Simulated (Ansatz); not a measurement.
Geometry optimisation, RHF/def2-SVP (Ansatz).

Input file:

```yaml
crystal:
  periodic: [false, false, false]
  atoms:
    - { symbol: Hf, position_ang: [-0.171042, -0.402899, 0.006778] }
    - { symbol: Cl, position_ang: [-0.021298, -0.160479, 2.472508] }
    - { symbol: Cl, position_ang: [1.87225, -0.905837, -1.084415] }
    - { symbol: F, position_ang: [-1.152613, 0.971204, -0.863192] }
    - { symbol: F, position_ang: [-1.241313, -1.941154, -0.258599] }
    - { symbol: "N", position_ang: [1.526291, 2.361486, 0.994346] }
    - { symbol: H, position_ang: [2.496609, 2.177784, 0.806806] }
    - { symbol: Si, position_ang: [0.909501, 3.94229, 0.564036] }
    - { symbol: H, position_ang: [1.123379, 4.138371, -0.886731] }
    - { symbol: H, position_ang: [-0.53112, 3.968197, 0.897297] }
    - { symbol: H, position_ang: [1.582385, 5.05347, 1.285864] }
    - { symbol: H, position_ang: [1.289871, 1.992169, 1.924703] }
basis:
  gaussian: { orbitals: def2-SVP }
hamiltonian:
  xc: hf
relax:
  f_tol: 0.03
  max_steps: 50
```

Launched with:

```bash
$ ansatz run input.yaml --threads 4 --pin off --max-ram 5120MiB --backend cpu --events-out ev --progress --plain --runs-dir out
```

Question: Where does it end, and by what steps?

Answer: The forces met the threshold. After 9 steps the energy has fallen by 0.752 eV; F5 moved furthest, 0.62 Å. Joined: Hf1–N6 (3.39 → 2.47 Å).

```json
{"step": "0", "energy less start (eV)": "0.0000", "largest force component (eV/Å)": "1.298", "accepted": "yes"}
{"step": "1", "energy less start (eV)": "-0.2375", "largest force component (eV/Å)": "1.112", "accepted": "yes"}
{"step": "2", "energy less start (eV)": "-0.4987", "largest force component (eV/Å)": "1.190", "accepted": "yes"}
{"step": "3", "energy less start (eV)": "-0.6602", "largest force component (eV/Å)": "0.976", "accepted": "yes"}
{"step": "4", "energy less start (eV)": "-0.7121", "largest force component (eV/Å)": "0.256", "accepted": "yes"}
{"step": "5", "energy less start (eV)": "-0.7223", "largest force component (eV/Å)": "0.246", "accepted": "yes"}
{"step": "6", "energy less start (eV)": "-0.7488", "largest force component (eV/Å)": "0.187", "accepted": "yes"}
{"step": "7", "energy less start (eV)": "-0.7513", "largest force component (eV/Å)": "0.083", "accepted": "yes"}
{"step": "8", "energy less start (eV)": "-0.7519", "largest force component (eV/Å)": "0.035", "accepted": "yes"}
{"step": "9", "energy less start (eV)": "-0.7522", "largest force component (eV/Å)": "0.007", "accepted": "yes"}
```

```xyz
12
Properties=species:S:1:pos:R:3
Hf 0.066 0.062 0.204
Cl -0.224 -0.273 2.571
Cl 2.154 -0.580 -0.807
F -0.951 1.457 -0.644
F -1.005 -1.394 -0.415
N 1.340 2.047 0.926
H 2.281 1.902 0.586
Si 0.752 3.689 0.455
H 0.806 3.776 -1.010
H -0.601 3.852 1.006
H 1.665 4.686 1.056
H 1.402 1.972 1.932
```

Whether the end is a true minimum wasn't checked by a vibrational analysis.

The run took 26 s on 4 threads of Intel(R) Xeon(R) Platinum 8488C (Sapphire Rapids), with other jobs on the host, peak memory 0.49 GiB.
